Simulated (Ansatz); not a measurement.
Wavefunction ladder for `O[SiH2]/C=C\[SiH](O)O`

Cartesian coordinates in Å:
```
O -1.169 0.379 1.796
Si -1.476 -1.133 1.248
C -0.658 -1.491 -0.392
C 0.163 -0.708 -1.102
Si 0.764 1.005 -0.730
O 1.342 1.017 0.825
O 1.995 1.347 -1.765
H -0.241 0.656 1.797
H -2.949 -1.241 1.088
H -1.027 -2.191 2.198
H -0.884 -2.478 -0.805
H 0.545 -1.099 -2.048
H -0.274 2.058 -0.889
H 1.942 1.727 1.057
H 1.927 2.153 -2.278
```

Charge 0, multiplicity 1. Geometry: relaxed with PBE0-D4/def2-TZVP. It is one conformer, not always the lowest. Frozen core, restricted reference, the Gaussian-basis code of Ansatz. CBS rows extrapolate triple and quadruple zeta; past MP2 they add the triple-zeta difference.

```tsv
basis	HF (Eh)	MP2 corr.
def2-TZVPP	-883.15149	-1.28294
def2-QZVPP	-883.18449	-1.38203
```

Question: Estimate the CCSD correlation energy and the (T) correction in each basis where they were run (hartree).

Answer: 
```json
{"basis": "def2-TZVPP", "CCSD corr.": "-1.32784", "(T)": "-0.05206"}
{"basis": "CBS(def2)", "CCSD corr.": "-1.50034", "(T)": "as TZ"}
```
